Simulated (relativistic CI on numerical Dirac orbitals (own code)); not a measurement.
**V⁺ in a cubic cluster: 3p photoemission with charge transfer**

Computed with a charge-transfer multiplet model of a cubic metal-ligand cluster with up to one ligand hole, Slater and spin-orbit integrals from Dirac-Coulomb-Breit ions, Slater integrals scaled by 0.8. The ground state mixes d4 with configurations of k ligand holes L, whose averages lie at kΔ + k(k − 1)U_dd/2; a core hole lowers each added d electron by U_cd. 20 K, Lorentzian 0.9 eV and Gaussian 0.8 eV FWHM.

Atomic integrals in eV (Slater integrals scaled, ζ unscaled), ground: F2dd 6.042, F4dd 3.713, zeta_d 0.015; with the core hole: F2dd 7.269, F4dd 4.522, zeta_d 0.020, zeta_core 0.529, F2cd 8.168, G1cd 10.192, G3cd 6.136.

Cluster parameters (eV): U_dd = 5, U_cd = 6, 10Dq = 1.25, 10Dq(ligand) = 0.3, V(eg) = 2.55, V(t2g) = -1.11, final-state hopping factor = 0.8.

```json
{"Case": "Δ = 8.1 eV", "n_d": "4.17", "d4": "0.83", "d5L": "0.17", "S": "1.99"}
{"Case": "Δ = 9.1 eV", "n_d": "4.15", "d4": "0.85", "d5L": "0.15", "S": "1.99"}
{"Case": "Δ = 10.1 eV", "n_d": "4.13", "d4": "0.87", "d5L": "0.13", "S": "1.99"}
```

Weights, n_d and S are thermal averages at 20 K. Binding energies count from the first peak over 30 % of the highest in each spectrum, which can be another peak from case to case. The parameters are a model scan and need not match a compound or its usual spin state. Peaks in eV (height, largest 100):
- Δ = 8.1 eV: 0.0 (100), 1.4 (98), 5.1 (28), 12.4 (22), 14.8 (19), 17.2 (24)
- Δ = 9.1 eV: 0.0 (97), 1.5 (100), 5.5 (24), 12.7 (25), 15.2 (16), 17.4 (25)
- Δ = 10.1 eV: 0.0 (93), 1.7 (100), 6.0 (18), 9.1 (7), 13.0 (27), 15.9 (14), 17.6 (25)

For the case Δ = 10.1 eV, Δ = 10.1 eV is larger than U_dd = 5 eV, the Mott-Hubbard side of the Zaanen-Sawatzky-Allen scheme. With the core hole the configuration with one ligand hole lies at Δ − U_cd = 2.1, 3.1, 4.1 eV from the one without, in the order of the table; where this is negative the screened configuration lies lower, though the effective hopping of about 3.8 eV (from the holes of the mixed ground state) mixes the two strongly wherever it is as large as the gap.

With at most 1 ligand hole the space is cut while the next configuration still counts, so covalency is underestimated, and a final configuration with one more ligand hole, which can lie low, is missing from the spectra.
